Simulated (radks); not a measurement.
Initial-state core-level shifts of neutral ruthenium when its valence configuration changes from [Kr] 4d7 5s1. All-electron calculation, Dirac Kohn-Sham, LDA (Slater exchange, Perdew-Wang correlation), spin-unpolarised, spherical densities, finite nucleus; open shells fill j = l - 1/2 first; Fermi nuclear charge, rms radius 4.4809 fm. Program: a radial shooting solver on a logarithmic mesh with Libxc functionals. Shifts are changes of the shell-averaged eigenvalues in eV (positive: less bound); the change of the density at the nucleus, which sets a Mossbauer isomer shift, is in e/bohr^3, on a base of 1.096e+05.

valence               2s       2p       3s       3p  density at nucleus
4d6 5s2           -3.556   -3.538   -3.495   -3.496              +19.17
4d8               +2.852   +2.838   +2.830   +2.830              -14.44
4d7 5p1           -1.427   -1.429   -1.451   -1.450              -13.41
4d7 5s0.5 5p0.5   -0.747   -0.748   -0.759   -0.758               -6.46
4d5 5s1 5p2      -10.355  -10.312  -10.210  -10.209              +11.03
4d6 5s1 5p1       -4.963   -4.946   -4.921   -4.921               +4.90
4d6 5p2           -6.205   -6.187   -6.182   -6.181              -11.29
4d6.5 5s1 5p0.5   -2.433   -2.425   -2.418   -2.418               +2.28
4d7.5 5p0.5       +0.763   +0.755   +0.736   +0.736              -14.05
